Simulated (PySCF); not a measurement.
C₃H₈N, SMILES CC[N]C, multiplicity 2.

Geometry: TPSSh-D3(BJ)/def2-SVP. The isomer is the one that the SMILES or the coordinates give; other isomers of the formula were not compared. One conformer was computed; it need not be the lowest.

Two levels are set side by side: PBE/def2-TZVP (PySCF) and CAM-B3LYP/def2-TZVP (PySCF). Same geometry, gas phase. Differences are taken from unrounded values.

```tsv
quantity	CAM-B3LYP
α-spin orbital gap (eV)	10.58
β-spin orbital gap (eV)	7.76
dipole moment (D)	1.68
mean polarisability (bohr³)	46.9
```

Problem. What does PBE give, and how far is it from CAM-B3LYP? (Estimate from the structure and the level; the computed values follow.)

Solution. 
```csv
quantity,PBE,PBE minus CAM-B3LYP
α-spin orbital gap (eV),5.97,-4.60
β-spin orbital gap (eV),2.27,-5.49
dipole moment (D),1.60,-0.08
mean polarisability (bohr³),49.6,2.7
```

Loosely held outer electrons make PBE densities more polarisable. Differences between two approximate levels are no errors against the true value.

Rough cost on one machine, each run with all the roots and properties that it gave: CAM-B3LYP against PBE within a factor of 2.
